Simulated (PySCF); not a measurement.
Compound: C6H12OP (charge +1).
Z-matrix (Å and degrees, PBE0-D3(BJ)/def2-SVP geometry), rows numbered from 1:
```
C 
C   1  1.4816
C   2  1.3457  1  130.30
P   3  1.7730  2  125.54  1    -0.49
C   4  1.8214  3  115.42  2   108.70
C   5  1.5270  4  106.01  3    64.68
C   6  1.4891  5  118.54  4   179.59
O   6  1.2110  5  116.85  4    -0.14
H   1  1.0978  2  114.93  3    -3.24
H   1  1.1020  2  109.54  3  -125.46
H   1  1.1027  2  109.44  3   119.13
H   2  1.0978  1  114.98  3  -179.82
H   3  1.0937  2  121.26  1   179.62
H   4  1.4089  3  110.04  2   -12.00
H   4  1.4076  3  111.21  2  -127.88
H   5  1.1032  4  109.51  3   -56.47
H   5  1.1038  4  109.86  3  -173.85
H   7  1.1021  6  110.02  5   -61.20
H   7  1.1015  6  110.45  5    56.49
H   7  1.0966  6  109.74  5   178.01
```

All values: CAM-B3LYP/def2-SVPD (PySCF, non-relativistic), on one gas-phase PBE0-D3(BJ)/def2-SVP geometry that isn't relaxed in the solvent. The solvent is an IEF-PCM continuum (Bondi radii, 1.10 Å for H, scaled by 1.2), and excitations are vertical TDDFT with non-equilibrium linear response and a frozen core. Only the electrostatic response of the medium enters.

Gas-phase singlets (H = HOMO, L = LUMO):

```csv
state,E (eV),λ (nm),f,leading configurations
S1,4.714,263,0.000,"H→L+1 74%, H-1→L+1 23%"
S2,6.543,189,0.374,"H→L 88%, H-1→L 9%"
S3,6.762,183,0.143,"H-1→L 87%, H→L 9%"
S4,7.268,171,0.001,"H-1→L+1 50%, H→L+1 17%"
S5,7.344,169,0.001,H-2→L 89%
```

Task: What are the lowest 5 singlets in methanol (ε = 32.61)?

Result: 
| state | E (eV) | λ (nm) | f | leading configurations | change by rank (eV) |
| --- | --- | --- | --- | --- | --- |
| S1 | 4.825 | 257 | 0.000 | H-1→L+1 66%, H→L+1 31% | +0.111 |
| S2 | 6.588 | 188 | 0.642 | H→L 89% | +0.045 |
| S3 | 7.049 | 176 | 0.015 | H-1→L 88% | +0.287 |
| S4 | 7.190 | 172 | 0.001 | H→L+1 62%, H-1→L+1 28% | -0.078 |
| S5 | 7.352 | 169 | 0.001 | H-2→L 92% | +0.008 |

Task: How do the frontier levels move from gas to methanol?

Result: 
```json
{"orbital": "LUMO+2", "gas (eV)": "-2.88", "solvent (eV)": "1.09", "change (eV)": "+3.97", "Löwdin shares, gas": "P4 22 %, H15 19 %, C5 11 %, C3 9 %", "Löwdin shares, solvent": "P4 14 %, H15 12 %, C3 12 %, C2 9 %"}
{"orbital": "LUMO+1", "gas (eV)": "-3.80", "solvent (eV)": "0.01", "change (eV)": "+3.81", "Löwdin shares, gas": "C6 37 %, O8 33 %, C5 9 %, C7 7 %", "Löwdin shares, solvent": "C6 39 %, O8 32 %, C5 8 %, C7 7 %"}
{"orbital": "LUMO", "gas (eV)": "-4.20", "solvent (eV)": "-0.16", "change (eV)": "+4.04", "Löwdin shares, gas": "C2 33 %, C3 19 %, P4 16 %, C5 6 %", "Löwdin shares, solvent": "C2 33 %, C3 22 %, P4 14 %, C1 6 %"}
{"orbital": "HOMO", "gas (eV)": "-13.47", "solvent (eV)": "-9.63", "change (eV)": "+3.84", "Löwdin shares, gas": "O8 44 %, C3 11 %, C6 9 %, C5 8 %", "Löwdin shares, solvent": "C3 29 %, C2 21 %, O8 16 %, C1 6 %"}
{"orbital": "HOMO-1", "gas (eV)": "-13.76", "solvent (eV)": "-9.92", "change (eV)": "+3.84", "Löwdin shares, gas": "C3 29 %, C2 20 %, O8 18 %, C1 7 %", "Löwdin shares, solvent": "O8 45 %, C3 11 %, C5 9 %, C6 8 %"}
{"orbital": "HOMO-2", "gas (eV)": "-15.63", "solvent (eV)": "-11.62", "change (eV)": "+4.01", "Löwdin shares, gas": "C2 21 %, C1 17 %, C3 13 %, H12 12 %", "Löwdin shares, solvent": "C2 21 %, C1 16 %, C3 15 %, H12 12 %"}
{"orbital": "HOMO-3", "gas (eV)": "-15.92", "solvent (eV)": "-12.22", "change (eV)": "+3.70", "Löwdin shares, gas": "O8 38 %, C7 20 %, C6 14 %, H18 9 %", "Löwdin shares, solvent": "O8 39 %, C7 18 %, C6 14 %, H18 8 %"}
```

The HOMO–LUMO gap goes from 9.27 to 9.47 eV. Rows go by rank; for HOMO-1, HOMO and LUMO+2 the atom shares or the degeneracy differ between the runs, so the row needn't follow one orbital.
